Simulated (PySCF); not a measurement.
C3H6OSi2, SMILES C1[Si@@H]([SiH2]C=1)C=O.

Geometry: PBE0-D3(BJ)/def2-SVP. The structure was generated by enumeration; whether it is a known compound was not checked. One conformer was computed; it need not be the lowest.

Two levels are set side by side: PBE/def2-TZVP (PySCF) and CAM-B3LYP/def2-TZVP (PySCF). Same geometry, gas phase. Differences are taken from unrounded values.

```tsv
quantity	CAM-B3LYP	PBE	PBE minus CAM-B3LYP
orbital gap (eV)	7.64	2.65	-5.00
highest occupied level (eV)	-8.23	-5.48	2.75
lowest empty level (eV)	-0.59	-2.83	-2.25
dipole moment (D)	2.98	2.76	-0.22
mean polarisability (bohr³)	89.8	96.0	6.2
```

PBE's occupied levels lie high since its potential decays too fast outside the molecule; exact exchange lowers them and widens the gap. PBE's more diffuse valence density responds more strongly to a field. Differences between two approximate levels are no errors against the true value.

Rough cost on one machine, each run with all the roots and properties that it gave: CAM-B3LYP against PBE within a factor of 2.
